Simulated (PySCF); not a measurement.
# Electron correlation in Sr (strontium, neutral)

[Kr] 5s2, closed-shell 1S. Calculation: PySCF 2.14, in x2c-TZVPPall with one added diffuse shell each of s, p, d, f type (9s7p7d3f1g, 95 functions); scalar relativity by spin-free X2C-1e. Frozen: [Kr]; 2 electrons correlated.

With two correlated electrons CCSD is exact within the correlated space (frozen core and kept virtual orbitals).

```tsv
level	correlation energy (mhartree)
CCSD	-25.72
```

Diagnostics: T1 = 0.016, D1 = 0.0226, largest double amplitude 0.074.

Cost of the coupled-cluster step: roughly 4 core-seconds, for 2 correlated electrons.

Iterations:

```
CC2 = 0
CCSD nocc = 1, nmo = 77
frozen orbitals [0, 1, 2, 3, 4, 5, 6, 7, 8, 9, 10, 11, 12, 13, 14, 15, 16, 17]
max_cycle = 100
direct = 0
conv_tol = 1e-08
conv_tol_normt = 1e-06
diis_space = 8
diis_start_cycle = 0
Init t2, MP2 energy = -3177.33806728214  E_corr(MP2) -0.018469719009245
Init E_corr(CCSD) = -0.0184697190226894
cycle = 1  E_corr(CCSD) = -0.0222225464842848  dE = -0.00375282746  norm(t1,t2) = 0.0500683
cycle = 2  E_corr(CCSD) = -0.0239869372387554  dE = -0.00176439075  norm(t1,t2) = 0.0251982
cycle = 3  E_corr(CCSD) = -0.0256793672616053  dE = -0.00169243002  norm(t1,t2) = 0.0134269
cycle = 4  E_corr(CCSD) = -0.0257061339949083  dE = -2.67667333e-05  norm(t1,t2) = 0.00266223
cycle = 5  E_corr(CCSD) = -0.0257135209058829  dE = -7.38691097e-06  norm(t1,t2) = 0.000766298
cycle = 6  E_corr(CCSD) = -0.0257161422548737  dE = -2.62134899e-06  norm(t1,t2) = 0.000210648
cycle = 7  E_corr(CCSD) = -0.0257135148488915  dE = 2.62740598e-06  norm(t1,t2) = 4.52247e-05
cycle = 8  E_corr(CCSD) = -0.0257153844058435  dE = -1.86955695e-06  norm(t1,t2) = 1.24663e-05
cycle = 9  E_corr(CCSD) = -0.0257150015904239  dE = 3.8281542e-07  norm(t1,t2) = 3.08794e-06
cycle = 10  E_corr(CCSD) = -0.0257150927726709  dE = -9.1182247e-08  norm(t1,t2) = 9.24739e-07
cycle = 11  E_corr(CCSD) = -0.0257150915366398  dE = 1.23603105e-09  norm(t1,t2) = 1.35456e-07
CCSD converged
E(CCSD) = -3177.345312654672  E_corr = -0.02571509153663983
```
